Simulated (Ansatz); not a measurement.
Question: Predict a relaxed structure of trans-Ti(H2O)2F4 (TiO2F4H4), charge 0, singlet, at r2SCAN-D4/def2-SVP (Ansatz).

Answer: 
```
atom   x (Å)   y (Å)   z (Å)
  F1   0.765   0.344  -1.454
  F2  -0.917   0.586   1.575
  F3  -1.311  -0.918  -0.526
  F4   1.613   0.153   1.012
  O5  -0.586   2.037  -0.349
  O6   0.624  -2.003   0.472
 Ti7   0.041   0.045   0.164
  H8  -1.416   2.301   0.076
  H9  -0.640   2.183  -1.305
 H10   1.584  -2.123   0.517
 H11   0.244  -2.606  -0.183
```
The metal has 6 neighbours: F 1.80 Å, F 1.79 Å, F 1.80 Å, F 1.79 Å, O 2.15 Å, O 2.15 Å. This is one stationary point.

The relaxation made no stability test and no search for a lower SCF solution. No other spin state of charge 0 was run. Another isomer (singlet) lies 0.39 eV lower at PBE0-D4/def2-TZVP; other spin states weren't run for this one.
